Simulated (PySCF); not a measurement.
Sn(Vi)4, SMILES C=[CH][Sn]([CH]=C)([CH]=C)[CH]=C (C8H12Sn) at its GFN2-xTB optimised geometry (Å):

```
21

C      1.9948    -1.1793    -1.0529
C      1.2450    -0.9182     0.0000
Sn    -0.9306    -0.9182     0.0000
C     -1.6351     1.1409     0.0000
C     -0.8810     2.1908    -0.2610
C     -1.6752    -1.9531    -1.7604
C     -2.3264    -1.3811    -2.7543
C     -1.6474    -1.9308     1.7879
C     -2.5844    -2.8588     1.8024
H      1.5714    -1.4279    -2.0123
H      3.0745    -1.1589    -1.0054
H      1.7218    -0.6753     0.9400
H     -2.6830     1.2830     0.2270
H      0.1682     2.1013    -0.4904
H     -1.2790     3.1958    -0.2569
H     -1.4750    -3.0155    -1.8016
H     -2.5493    -0.3268    -2.7634
H     -2.6691    -1.9430    -3.6119
H     -1.1898    -1.6303     2.7207
H     -2.9080    -3.3294     2.7200
H     -3.0745    -3.1958     0.9038
```

Level of theory: PBE0/def2-SVP, def2 effective core potentials past Kr run with PySCF 2.14.0. The core electrons that the potentials of Sn replace are not part of the density.

Map of the Laplacian of the electron density (e/bohr⁵), clipped to [-1.50, 1.50] on the plane z = 0.6 Å:

```
|---------------------------|
|---------------------------|
|---------------------------|
|---------------------------|
|---------------------------|
|---------------------------|
|---------------------------|
|---------------------------|
|---------==----------------|
|-------===-----------------|
|-----------=---------------|
|-------=-------------------|
|---------------------------|
|----------==---------------|
|---------=@@*--=-:=--------|
|---------+@@@=--. ---------|
|---------=@@@=----=--------|
|----------=+=--------------|
|---------------------------|
|---------------------------|
|-----=-=-------------------|
|-------=-------------------|
|---------------------------|
|---------------------------|
|---------------------------|
|---------------------------|
|---------------------------|
```
Scale: ten equal steps from -0.838 (start of ' ') to 1.50 (end of '@'), in the order ' .:-=+*#%@'; x runs from -5.50 to 5.50, y from -5.50 (bottom) to 5.50 (top).
